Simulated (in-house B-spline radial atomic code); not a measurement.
RPA and G0W0 for Pt5+, [Xe] 4f14 5d5, highest spin, as one setting changes: the share of exact exchange in the PBE hybrid start. A dash marks a level of low quasi-particle weight. Computed with an all-electron radial atomic-structure program (B-spline basis): all electrons, scalar-relativistic (spin-free one-electron X2C), finite nucleus, each spin shell either full or empty, empty states to l = 9 with an (l + 1/2)⁻⁴ tail; G0W0 by contour deformation at full frequency.

Without the two-electron picture change, the correlation of inner shells comes somewhat too large for so heavy an element.

```json
{"share of exact exchange in the PBE hybrid start": "0", "mean-field level (eV)": "-69.31", "G0W0 level (eV)": "5d up -77.64", "RPA correlation (Eh)": "-6.6183"}
{"share of exact exchange in the PBE hybrid start": "0.1", "mean-field level (eV)": "?", "G0W0 level (eV)": "?", "RPA correlation (Eh)": "?"}
{"share of exact exchange in the PBE hybrid start": "0.2", "mean-field level (eV)": "-71.11", "G0W0 level (eV)": "5d up -77.68", "RPA correlation (Eh)": "-6.531"}
{"share of exact exchange in the PBE hybrid start": "0.3", "mean-field level (eV)": "-72.01", "G0W0 level (eV)": "5d up -77.69", "RPA correlation (Eh)": "-6.4889"}
{"share of exact exchange in the PBE hybrid start": "0.4", "mean-field level (eV)": "-72.92", "G0W0 level (eV)": "5d up -77.69", "RPA correlation (Eh)": "-6.4477"}
{"share of exact exchange in the PBE hybrid start": "0.5", "mean-field level (eV)": "-73.84", "G0W0 level (eV)": "5d up -77.68", "RPA correlation (Eh)": "-6.4073"}
{"share of exact exchange in the PBE hybrid start": "0.6", "mean-field level (eV)": "?", "G0W0 level (eV)": "?", "RPA correlation (Eh)": "?"}
{"share of exact exchange in the PBE hybrid start": "0.7", "mean-field level (eV)": "-75.67", "G0W0 level (eV)": "5d up -77.66", "RPA correlation (Eh)": "-6.3292"}
{"share of exact exchange in the PBE hybrid start": "0.8", "mean-field level (eV)": "-76.60", "G0W0 level (eV)": "5d up -77.64", "RPA correlation (Eh)": "-6.2913"}
{"share of exact exchange in the PBE hybrid start": "0.9", "mean-field level (eV)": "-77.52", "G0W0 level (eV)": "5d up -77.63", "RPA correlation (Eh)": "-6.2541"}
{"share of exact exchange in the PBE hybrid start": "1", "mean-field level (eV)": "-78.46", "G0W0 level (eV)": "5d up -77.61", "RPA correlation (Eh)": "-6.2177"}
```

(1) What belongs in the row for 0.1?

(2) What belongs in the row for 0.6?

(3) At what share of exact exchange does G0W0 leave the highest level unchanged?

## Answers

(1) mean-field level (eV): -70.21; G0W0 level (eV): 5d up -77.67; RPA correlation (Eh): -6.5742.

(2) mean-field level (eV): -74.75; G0W0 level (eV): 5d up -77.67; RPA correlation (Eh): -6.3678.

(3) Near 0.91, where the shift changes sign (-0.102 eV at 0.9, +0.848 eV at 1).
